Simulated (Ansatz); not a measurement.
`FCS[SiH3]` → `[CH2]F`• + `[SiH3][S]`• at 400 K and 1 bar (homolysis of the C–S bond).

Calculated with Ansatz (gas phase, PBE0-D4/def2-TZVP geometries, no zero-point term in ΔE). CCSD(T)/CBS adds triple-zeta CCSD(T) − MP2 to the extrapolated MP2 energy (def2 sets, frozen cores). This one scheme is used for every species. Open shells (•) are unrestricted, without spin–orbit coupling. Each species was taken in one conformer, which may not be the lowest.

| species | CCSD(T)/CBS energy (Eh) | H − E (kJ/mol) | S (J/(mol·K)) |
| --- | --- | --- | --- |
| `FCS[SiH3]` | -827.70796 | 178.6 | 360.4 |
| `[CH2]F`• | -138.96036 | 79.7 | 248.6 |
| `[SiH3][S]`• | -688.62203 | 83.4 | 276.9 |

H − E and S are ideal-gas, rigid-rotor, harmonic terms from PBE0-D4/def2-TZVP, for one conformer and one mirror image of each species, with the whole ground term of open shells counted as degenerate. 1 Eh = 2625.50 kJ/mol, R = 8.31446 J/(mol·K).

**Question.** By hand: ΔE, ΔH, ΔS and ΔG.

**Answer.** ΔE = (-138.96036) + (-688.62203) − (-827.70796) = 0.12557 Eh = 329.7 kJ/mol. Δ(H − E) = 79.7 + 83.4 − 178.6 = -15.5, so ΔH = 314.2 kJ/mol. ΔS = 248.6 + 276.9 − 360.4 = 165.1 J/(mol·K). ΔG = 314.2 − 400 × (165.1)/1000 = 248.2 kJ/mol.

**Question.** By hand: the equilibrium constant, and the temperature at which ΔG would vanish if ΔH and ΔS stayed fixed.

**Answer.** log₁₀ K = −ΔG/(RT ln 10) = -32.4. ΔG = 0 at ΔH/ΔS = 1903 K.

The number of gas molecules changes by +1, which sets the sign of ΔS. A doubt of 5 kJ/mol in ΔE shifts log₁₀ K by 0.7 here. Other conformers and mirror images would add mixing entropy, several J/(mol·K) or more a flexible species. These are equilibria of isolated gas molecules and say nothing of rates. Largest T1 diagnostic: 0.015 (customary marks: 0.02 for closed shells, 0.045 for open ones).
